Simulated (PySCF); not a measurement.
Species: C8H11ClSi.
Numbering: `[CH3:1][C:2]#[C:3][C@@H:4]1[CH:5]=[CH:6][CH2:7][CH2:8][Si@@H:9]1[Cl:10]`

NICS is the negative of the GIAO shielding at a point without a nucleus: at the ring centre (0) and 1 Å above and below it (1); zz is the component along the ring normal. Level: GIAO PBE0/pcSseg-1 (PySCF, non-relativistic, gas phase) on the GFN2-xTB geometry, one conformer.

Ring bond lengths (Å), with Mayer bond orders in brackets: C4–C5 1.503 (1.00), C5–C6 1.325 (1.92), C6–C7 1.500 (1.04), C7–C8 1.538 (1.03), C8–Si9 1.904 (0.91), Si9–C4 1.925 (0.80).

Q: What do the NICS probes read (ppm)?

A: 
```json
{"ring": "C4–C5–C6–C7–C8–Si9", "type": "6-membered ring with Si; formal bonds 1 double, 5 single", "NICS(0)": "-1.9", "NICS(1), two faces": "-2.7 / -4.4", "NICS(1)zz, two faces": "1.2 / -1.1", "rms pucker (Å)": "0.29", "centre to ring atoms, mean (Å)": "1.55"}
```

Q: What do they say, and how far can they be read as aromaticity?

A: 
- C4–C5–C6–C7–C8–Si9: mean NICS(1)zz 0.0 ppm, near zero. C4, C7, C8, Si9 have four or more neighbours, and the NICS criterion for π rings isn't applied.

Q: What are the shieldings of the ring atoms and their hydrogens in the same run (means over atoms taken as equivalent)?

A: 
| atoms | environment | σ isotropic (ppm) |
| --- | --- | --- |
| C4 | sp3 carbon bound to silicon | 165.0 |
| C5 | alkene CH carbon | 45.8 |
| C6 | alkene CH carbon | 48.5 |
| C7 | allylic carbon | 162.6 |
| C8 | sp3 carbon bound to silicon | 170.1 |
| Si9 | chlorine-bound silicon | 343.9 |
| H on C4 | methine hydrogen | 29.23 |
| H on C5 | vinylic hydrogen | 25.52 |
| H on C6 | vinylic hydrogen | 25.42 |
| H on C7 | methylene hydrogen | 29.31 |
| H on C7 | methylene hydrogen | 30.00 |
| H on C8 | methylene hydrogen | 30.52 |
| H on C8 | methylene hydrogen | 30.93 |
| H on Si9 | Si–H hydrogen | 26.47 |

The list is cut; further classes of hydrogen are left out.
